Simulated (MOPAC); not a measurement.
MOPAC input (AM1):

```
AM1 PRECISE GNORM=0.05 LET XYZ UHF MS=0.5 GEO-OK AUX(PRECISION=9) THREADS=1
C4H2ISe

I     1.84994200 1   -0.92488100 1    0.45833800 1
C    -0.04363500 1   -0.13814700 1    0.03057900 1
C    -1.21796300 1   -0.91520700 1    0.09260800 1
C    -2.40047900 1   -0.37321700 1   -0.18763600 1
Se   -2.10248400 1    1.45646800 1   -0.62578600 1
C    -0.27376000 1    1.15068100 1   -0.33015100 1
H    -3.39284800 1   -0.78990200 1   -0.19731100 1
H     0.44539500 1    1.94400500 1   -0.45027800 1
```

Output:

```
 *******************************************************************************
 **                                                                           **
 **                              MOPAC v23.2.5                                **
 **                                                                           **
 *******************************************************************************
 ** MOPAC's Digital Object Identifier: https://doi.org/10.5281/zenodo.6511958 **
 **                                                                           **
 ** Please cite the open-source release paper for use of this MOPAC version:  **
 ** J. E. Moussa and J. J. P. Stewart (2026)                                  **
 ** MOPAC: An open-source semiempirical molecular orbital program             **
 ** J. Open Source Softw., 11(119), 8025, https://doi.org/10.21105/joss.08025 **
 *******************************************************************************

                              AM1 CALCULATION RESULTS

 *******************************************************************************
 *  AM1        - The AM1 Hamiltonian to be used
 *  GEO-OK     - OVERRIDE INTERATOMIC DISTANCE AND OTHER SAFETY CHECKS
 *  UHF        - UNRESTRICTED HARTREE-FOCK CALCULATION
 *  MS=        - IN MECI, MAGNETIC COMPONENT OF SPIN =  0.5
 *  LET        - OVERRIDE SOME SAFETY CHECKS
 *  PRECISE    - TIGHTER CRITERIA TO BE USED
 *  XYZ        - CARTESIAN COORDINATE SYSTEM TO BE USED
 *  GNORM      - EXIT WHEN GRADIENT NORM DROPS BELOW 0.050
 *  AUX        - OUTPUT AUXILIARY INFORMATION
 *******************************************************************************
AM1 PRECISE GNORM=0.05 LET XYZ UHF MS=0.5 GEO-OK AUX(PRECISION=9) THREADS=1
 C4H2ISe

   ATOM   CHEMICAL          X               Y               Z
  NUMBER   SYMBOL      (ANGSTROMS)     (ANGSTROMS)     (ANGSTROMS)

     1       I          1.84994200  *  -0.92488100  *   0.45833800  *
     2       C         -0.04363500  *  -0.13814700  *   0.03057900  *
     3       C         -1.21796300  *  -0.91520700  *   0.09260800  *
     4       C         -2.40047900  *  -0.37321700  *  -0.18763600  *
     5      Se         -2.10248400  *   1.45646800  *  -0.62578600  *
     6       C         -0.27376000  *   1.15068100  *  -0.33015100  *
     7       H         -3.39284800  *  -0.78990200  *  -0.19731100  *
     8       H          0.44539500  *   1.94400500  *  -0.45027800  *

          CARTESIAN COORDINATES

    NO.       ATOM           X           Y           Z

     1         I          1.8499     -0.9249      0.4583
     2         C         -0.0436     -0.1381      0.0306
     3         C         -1.2180     -0.9152      0.0926
     4         C         -2.4005     -0.3732     -0.1876
     5        Se         -2.1025      1.4565     -0.6258
     6         C         -0.2738      1.1507     -0.3302
     7         H         -3.3928     -0.7899     -0.1973
     8         H          0.4454      1.9440     -0.4503

  H: (AM1): M.J.S. DEWAR ET AL, J. AM. CHEM. SOC. 107 3902-3909 (1985)
  C: (AM1): M.J.S. DEWAR ET AL, J. AM. CHEM. SOC. 107 3902-3909 (1985)
 Se: (AM1): J. J. P. STEWART, J. MOL. MOD., 10, 155-164 (2004)
  I: (AM1): M.J.S. DEWAR AND E. G. ZOEBISCH, THEOCHEM, 180, 1 (1988).

           Empirical Formula: C4 H2 I Se  =     8 atoms

      MOLECULAR POINT GROUP   :   Cs

          UHF CALCULATION, NO. OF ALPHA ELECTRONS =   16
                           NO. OF BETA  ELECTRONS =   15

          Geometry optimization using EF

          DIAGONAL MATRIX USED AS START HESSIAN

 CYCLE:     1  GRAD.:    69.710 HEAT:  119.4098
 CYCLE:     2  GRAD.:   234.452 HEAT:  130.6424
 CYCLE:     3  GRAD.:   302.752 HEAT:  133.0463
 CYCLE:     4  GRAD.:   230.699 HEAT:  126.8402
 CYCLE:     5  GRAD.:   284.907 HEAT:  136.3094
 CYCLE:     6  GRAD.:   197.633 HEAT:  131.1012
 CYCLE:     7  GRAD.:   153.109 HEAT:  122.6760
 CYCLE:     8  GRAD.:   495.526 HEAT:  151.3922
 CYCLE:     9  GRAD.:   207.110 HEAT:  129.3891
 CYCLE:    10  GRAD.:   167.439 HEAT:  123.5267
 CYCLE:    11  GRAD.:    63.231 HEAT:  117.7251
 CYCLE:    12  GRAD.:   185.975 HEAT:  128.7417
 CYCLE:    13  GRAD.:    12.213 HEAT:  116.6632
 CYCLE:    14  GRAD.:    17.952 HEAT:  116.7497
 CYCLE:    15  GRAD.:     4.068 HEAT:  116.6041
 CYCLE:    16  GRAD.:     4.889 HEAT:  116.6055
 CYCLE:    17  GRAD.:     1.653 HEAT:  116.5942
 CYCLE:    18  GRAD.:     1.348 HEAT:  116.5922
 CYCLE:    19  GRAD.:     0.929 HEAT:  116.5899
 CYCLE:    20  GRAD.:     0.718 HEAT:  116.5882
 CYCLE:    21  GRAD.:     0.179 HEAT:  116.5879
 CYCLE:    22  GRAD.:     0.141 HEAT:  116.5878
 CYCLE:    23  GRAD.:     0.029 HEAT:  116.5878

     GRADIENT =  0.02937 IS LESS THAN CUTOFF =  0.05000

 -------------------------------------------------------------------------------
 AM1 PRECISE GNORM=0.05 LET XYZ UHF MS=0.5 GEO-OK AUX(PRECISION=9) THREADS=1
 C4H2ISe

     GEOMETRY OPTIMISED USING EIGENVECTOR FOLLOWING (EF).
     SCF FIELD WAS ACHIEVED

                              AM1 CALCULATION
                                                       MOPAC v23.2.5 Linux

          FINAL HEAT OF FORMATION =        116.58782 KCAL/MOL =     487.80345 KJ/MOL

          COSMO AREA              =        147.87 SQUARE ANGSTROMS
          COSMO VOLUME            =        144.28 CUBIC ANGSTROMS

          GRADIENT NORM           =          0.02937          =       0.01038 PER ATOM
          IONIZATION POTENTIAL    =          8.102917 EV
          ALPHA SOMO LUMO (EV)    =         -8.196 -0.352
          BETA  SOMO LUMO (EV)    =         -8.103 -1.042
          NO. OF ALPHA ELECTRONS  =         16
          NO. OF BETA  ELECTRONS  =         15
          MOLECULAR WEIGHT        =        255.9243         POINT GROUP:  Cs

          MOLECULAR DIMENSIONS (Angstroms)

            Atom       Atom       Distance
            H     7    I     1     5.21301
            H     8    C     3     2.98947
            C     6    C     2     0.00000

          SCF CALCULATIONS        =         24

   ATOM   CHEMICAL          X               Y               Z
  NUMBER   SYMBOL      (ANGSTROMS)     (ANGSTROMS)     (ANGSTROMS)

     1       I          1.79529918  *  -0.92156714  *   0.45101099  *
     2       C          0.00883850  *  -0.12439473  *   0.03323350  *
     3       C         -1.17983239  *  -0.87971442  *   0.08793911  *
     4       C         -2.38808462  *  -0.40722249  *  -0.17736992  *
     5      Se         -2.08788624  *   1.43988540  *  -0.61976696  *
     6       C         -0.24239540  *   1.16727900  *  -0.33073206  *
     7       H         -3.37827889  *  -0.83713101  *  -0.18336571  *
     8       H          0.45093274  *   1.99091770  *  -0.46176162  *

                             CARTESIAN COORDINATES

   1    I        1.795299182    -0.921567141     0.451010985
   2    C        0.008838498    -0.124394725     0.033233497
   3    C       -1.179832391    -0.879714418     0.087939114
   4    C       -2.388084618    -0.407222495    -0.177369922
   5   Se       -2.087886236     1.439885395    -0.619766962
   6    C       -0.242395397     1.167279002    -0.330732065
   7    H       -3.378278890    -0.837131014    -0.183365710
   8    H        0.450932737     1.990917702    -0.461761615

           Empirical Formula: C4 H2 I Se  =     8 atoms

      MOLECULAR POINT GROUP   :   Cs

          ALPHA EIGENVALUES
 -37.71061 -31.49055 -28.57940 -23.83540 -19.31702 -18.53694 -16.02859 -14.20266
 -13.63982 -13.04986 -11.68738 -10.94193 -10.75786  -9.91123  -9.77318  -8.19599
  -0.35234  -0.05049   0.53975   0.95377   1.57581   3.60756   4.14841   4.63848
   5.08027   5.19895

           BETA EIGENVALUES
 -37.38783 -31.44795 -28.27248 -23.41654 -18.93038 -18.10834 -15.50173 -14.10794
 -13.49218 -12.61507 -11.22580 -11.10352 -10.71442  -9.73819  -8.10292  -1.04208
  -0.11789   0.07356   0.83408   1.35716   2.05973   3.74940   4.33811   4.70437
   5.14692   5.66829

              NET ATOMIC CHARGES AND DIPOLE CONTRIBUTIONS

  ATOM NO.   TYPE          CHARGE      No. of ELECS.   s-Pop       p-Pop
    1          I           0.181056        6.8189     1.96426     4.85468
    2          C          -0.276455        4.2765     1.22846     3.04800
    3          C          -0.057863        4.0579     1.31020     2.74766
    4          C          -0.323138        4.3231     1.28921     3.03393
    5         Se           0.431314        5.5687     1.94567     3.62301
    6          C          -0.300804        4.3008     1.29880     3.00201
    7          H           0.179689        0.8203     0.82031
    8          H           0.166201        0.8338     0.83380
 DIPOLE           X         Y         Z       TOTAL
 POINT-CHG.    -0.947     2.404    -0.734     2.686
 HYBRID        -0.540    -0.295     0.012     0.615
 SUM           -1.487     2.109    -0.722     2.680

          ATOMIC ORBITAL ELECTRON POPULATIONS

     Atom    s        px        py        pz
    1  I   1.96426   1.09913   1.82154   1.93401
    2  C   1.22846   0.98899   0.94599   1.11301
    3  C   1.31020   0.89427   0.88015   0.97324
    4  C   1.28921   0.98679   0.96064   1.08650
    5 Se   1.94567   0.91259   0.99047   1.71995
    6  C   1.29880   1.00860   0.96910   1.02431
    7  H   0.82031
    8  H   0.83380

                    (SZ)    =    0.500000
                    (S**2)  =    1.031839

          ATOMIC ORBITAL SPIN POPULATIONS

    Atom   Total    s     px     py     pz
         Atomic
    1  I  0.0259 -0.001  0.029  0.005 -0.007
    2  C -0.3492 -0.019 -0.039 -0.049 -0.242
    3  C  1.2698  0.168  0.069  0.667  0.365
    4  C -0.5523 -0.034 -0.036 -0.121 -0.362
    5 Se  0.1887 -0.001 -0.028  0.204  0.014
    6  C  0.4053  0.033  0.028  0.057  0.287
    7  H  0.0294  0.029
    8  H -0.0174 -0.017

 **********************
 *                    *
 * JOB ENDED NORMALLY *
 *                    *
 **********************

 == MOPAC DONE ==
```

The geometry given is a B3LYP-D3(BJ)/def2-TZVP minimum.

The determinant is spin-contaminated: <S^2> is 1.03 against 0.75 for a pure state.
